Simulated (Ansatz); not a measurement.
Molecule: CClF, net charge 0, singlet state. 
Coordinates optimised at B3LYP-D3(BJ)/def2-TZVP (Ansatz, a program for electronic structure):
SMILES: F[C]Cl
```xyz
3

F     -1.4677    -0.2909     0.0321
C     -0.5979     0.6705    -0.0192
Cl     0.9880    -0.0826    -0.0102
```

Basis-set convergence of Hartree-Fock and CCSD(T) correlation energies (hartree) with Ansatz. Cores are frozen in the correlated levels unless marked. Spin-orbit coupling is left out. Non-relativistic.

The Hartree-Fock reference is unstable (checked in the largest basis), which strains HF and MP2. 

```json
[
 {"basis": "cc-pV(D+d)Z", "functions": "51", "E(HF)": "-596.71501", "E(corr, CCSD(T))": "-0.47789", "rough core time": "under 20 s"},
 {"basis": "cc-pV(T+d)Z", "functions": "99", "E(HF)": "-596.77642", "E(corr, CCSD(T))": "-0.62430", "rough core time": "under 20 s"},
 {"basis": "cc-pV(Q+d)Z", "functions": "174", "E(HF)": "-596.79095", "E(corr, CCSD(T))": "-0.67484", "rough core time": "22 s"}
]
```

Extrapolating the two largest sets (X = 3 and 4) as X^-3: E(corr) = (64·(-0.67484) - 27·(-0.62430))/37 = -0.7117 Eh, an estimate of the basis-set limit. The largest set recovers 94.8 % of it, the smallest 67.1 %.
